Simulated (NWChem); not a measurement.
# H₅BN (+1)

SMILES: [NH3+]B
```xyz
7

B      0.9082     0.1008     0.0078
N     -0.6241    -0.0739    -0.0216
H      1.5447    -0.8917     0.1987
H      1.3037     1.2202    -0.1246
H     -0.9802     0.0898     0.9368
H     -0.9344    -1.0201    -0.2819
H     -1.1060     0.6148    -0.6166
```
Charge +1, spin multiplicity 1.

Program: NWChem. All single points use one geometry, from PBE0/def2-SVP, a minimum by its harmonic frequencies.

Symmetry labels belong to the abelian group C1 used in the runs, with the axes of the coordinates shown.

The correlated methods keep 2 core orbitals frozen. The structure started from a generated list of species.

Question: List the 3 singlet excitations that EOM-CCSD/def2-SVPD, 2 core orbitals frozen gives, with oscillator strengths.

Answer: 
```json
[
 {"state": "1", "symmetry": "a", "energy (eV)": "6.34", "wavelength (nm)": "195", "f": "0.000"},
 {"state": "2", "symmetry": "a", "energy (eV)": "8.47", "wavelength (nm)": "146", "f": "0.044"},
 {"state": "3", "symmetry": "a", "energy (eV)": "10.50", "wavelength (nm)": "118", "f": "0.013"}
]
```
These are the lowest roots of each symmetry, so higher states are missing between them.
